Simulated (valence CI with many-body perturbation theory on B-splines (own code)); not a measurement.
# Which ion has this spectrum?

A relativistic CI+MBPT calculation for an atom or ion with 50 electrons gives these levels (eV):

| J | Parity | E | g |
| --- | --- | --- | --- |
| 4 | even | 0.0000 | 0.65 |
| 5 | even | 2.236 | 0.91 |
| 6 | even | 4.029 | 1.05 |
| 2 | even | 4.530 | 0.94 |
| 7 | even | 5.368 | 1.11 |
| 1 | even | 5.669 | 0.13 |
| 4 | even | 5.849 | 1.02 |
| 8 | even | 6.422 | 1.15 |
| 3 | even | 6.618 | 1.13 |
| 2 | even | 7.038 | 0.60 |
| 2 | even | 7.274 | 1.66 |
| 3 | even | 7.422 | 0.94 |
| 6 | even | 7.968 | 0.89 |
| 5 | even | 8.416 | 1.20 |

The energies are calculated, and their last digits are not significant.

(1) Which is it?
A. Re25+
B. Os26+
C. Ir27+
D. W24+

Answers

(1) B. Os26+, ground level 4f4 5I_4.
